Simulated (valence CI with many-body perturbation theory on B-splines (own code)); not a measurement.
## Ru³⁰⁺: calculated level list

Computed by relativistic CI+MBPT: four valence electrons over a frozen Dirac-Fock core [Ne], radial functions for each j: 9 s, 9 p, 8 d, 6 f, 3 g, 1 h, with the one-electron correlation potential Σ1 (screened to all orders), the two-electron term Σ2, the three-electron term Σ3, Breit, model QED; selected single and double excitations, second order for the rest, scaled by the run's own slope (own B-spline code, finite nucleus).

No measured spectrum was set against this ion. As an estimate, large intervals hold to a few tenths of a per cent, small ones and those within an open d or f shell to about a per cent.

Levels 1 to 32 of 32, with energies above the lowest level, (3s^2 3p1/2^2) J=0. "Leading %" is the weight of the configuration and term that name the level; weights of strongly mixed levels are sums over their largest components and can fall short, so below about 35 % the name and the second component can differ from the true leading terms, or belong to a minority configuration. In the jj column 3d3/2^4 stands for four electrons in 3d with j = 3/2.

| No. | Configuration | Term | J | E (cm⁻¹) | Leading % | g | Leading jj | Second component |
| --- | --- | --- | --- | --- | --- | --- | --- | --- |
| 1 | 3s²3p² | ³P | 0 | 0 | 77 |  | 3s^2 3p1/2^2 (97 %) | 21 % 3s²3p² ¹S |
| 2 | 3s²3p² | ³P | 1 | 207500 | 98 | 1.498 | 3s^2 3p1/2 3p3/2 (98 %) |  |
| 3 | 3s²3p² | ¹D | 2 | 245700 | 53 | 1.226 | 3s^2 3p1/2 3p3/2 (96 %) | 45 % 3s²3p² ³P |
| 4 | 3s²3p² | ³P | 2 | 481570 | 53 | 1.267 | 3s^2 3p3/2^2 (96 %) | 45 % 3s²3p² ¹D |
| 5 | 3s²3p² | ¹S | 0 | 569990 | 76 |  | 3s^2 3p3/2^2 (96 %) | 21 % 3s²3p² ³P |
| 6 | 3s3p³ | ⁵S° | 2 | 791190 | 62 | 1.772 | 3s 3p1/2^2 3p3/2 (79 %) | 27 % 3s3p³ ³P° |
| 7 | 3s3p³ | ³D° | 1 | 918130 | 53 | 0.845 | 3s 3p1/2^2 3p3/2 (72 %) | 20 % 3s3p³ ³P° |
| 8 | 3s3p³ | ³D° | 2 | 994180 | 51 | 1.413 | 3s 3p1/2 3p3/2^2 (77 %) | 26 % 3s3p³ ⁵S° |
| 9 | 3s3p³ | ³D° | 3 | 1054700 | 85 | 1.324 | 3s 3p1/2 3p3/2^2 (85 %) | 12 % 3s²3p3d ³D° |
| 10 | 3s²3p3d | ³F° | 2 | 1091700 | 42 | 0.900 | 3s^2 3p1/2 3d3/2 (73 %) | 29 % 3s²3p3d ¹D° |
| 11 | 3s3p³ | ³P° | 0 | 1138800 | 90 |  | 3s 3p1/2 3p3/2^2 (90 %) | 9 % 3s²3p3d ³P° |
| 12 | 3s3p³ | ³P° | 1 | 1161200 | 56 | 1.281 | 3s 3p1/2 3p3/2^2 (73 %) | 18 % 3s3p³ ³D° |
| 13 | 3s²3p3d | ³F° | 2 | 1199700 | 44 | 0.958 | 3s 3p1/2 3p3/2^2 (38 %) | 20 % 3s3p³ ¹D° |
| 14 | 3s²3p3d | ³F° | 3 | 1244000 | 80 | 1.103 | 3s^2 3p1/2 3d5/2 (75 %) | 7 % 3s²3p3d ¹F° |
| 15 | 3s3p³ | ³S° | 1 | 1252600 | 37 | 1.400 | 3s 3p1/2 3p3/2^2 (53 %) | 30 % 3s3p³ ¹P° |
| 16 | 3s²3p3d | ³D° | 2 | 1290600 | 28 | 1.305 | 3s^2 3p1/2 3d5/2 (57 %) | 28 % 3s3p³ ³P° |
| 17 | 3s²3p3d | ³D° | 1 | 1300900 | 30 | 0.944 | 3s^2 3p1/2 3d3/2 (65 %) | 19 % 3s²3p3d ¹P° |
| 18 | 3s²3p3d | ³P° | 2 | 1341400 | 39 | 1.290 | 3s 3p3/2^3 (38 %) | 26 % 3s3p³ ¹D° |
| 19 | 3s²3p3d | ³F° | 4 | 1424800 | 98 | 1.247 | 3s^2 3p3/2 3d5/2 (98 %) |  |
| 20 | 3s²3p3d | ³P° | 1 | 1462900 | 28 | 1.192 | 3s^2 3p3/2 3d3/2 (60 %) | 26 % 3s²3p3d ³D° |
| 21 | 3s²3p3d | ³D° | 2 | 1477000 | 44 | 1.060 | 3s^2 3p3/2 3d3/2 (72 %) | 23 % 3s²3p3d ¹D° |
| 22 | 3s²3p3d | ³D° | 3 | 1487300 | 56 | 1.225 | 3s^2 3p3/2 3d3/2 (58 %) | 18 % 3s²3p3d ¹F° |
| 23 | 3s²3p3d | ³P° | 0 | 1488300 | 89 |  | 3s^2 3p3/2 3d3/2 (89 %) | 9 % 3s3p³ ³P° |
| 24 | 3s²3p3d | ³P° | 1 | 1545900 | 36 | 1.337 | 3s 3p3/2^3 (46 %) | 15 % 3s3p³ ¹P° |
| 25 | 3s²3p3d | ³P° | 2 | 1563900 | 31 | 1.275 | 3s^2 3p3/2 3d5/2 (56 %) | 16 % 3s²3p3d ¹D° |
| 26 | 3s²3p3d | ¹F° | 3 | 1600800 | 72 | 1.083 | 3s^2 3p3/2 3d5/2 (70 %) | 24 % 3s²3p3d ³D° |
| 27 | 3s²3p3d | ¹P° | 1 | 1663900 | 58 | 0.976 | 3s^2 3p3/2 3d5/2 (61 %) | 18 % 3s3p³ ¹P° |
| 28 | 3s3p²3d | ⁵F | 1 | 1702200 | 70 | 0.255 | 3s 3p1/2^2 3d3/2 (79 %) | 17 % 3s3p²3d ³D |
| 29 | 3s3p²3d | ⁵F | 2 | 1712700 | 32 | 1.239 | 3s 3p1/2^2 3d3/2 (63 %) | 17 % 3s3p²3d ³P |
| 30 | 3p⁴ | ³P | 2 | 1766500 | 28 | 1.236 | 3p1/2^2 3p3/2^2 (40 %) | 27 % 3s3p²3d ⁵F |
| 31 | 3s3p²3d | ⁵F | 3 | 1787800 | 42 | 1.367 | 3s 3p1/2^2 3d5/2 (67 %) | 31 % 3s3p²3d ⁵D |
| 32 | 3s3p²3d | ⁵D | 0 | 1856200 | 35 |  | 3s 3p1/2 3p3/2 3d3/2 (55 %) | 21 % 3p⁴ ³P |

The ionisation energy to 3s²3p ²P°1/2 of the next ion comes out as 1741.4 eV (NIST: 1743 ± 4 eV (semi-empirical)). All 32 levels together are meant to be complete up to 1859300 cm⁻¹.
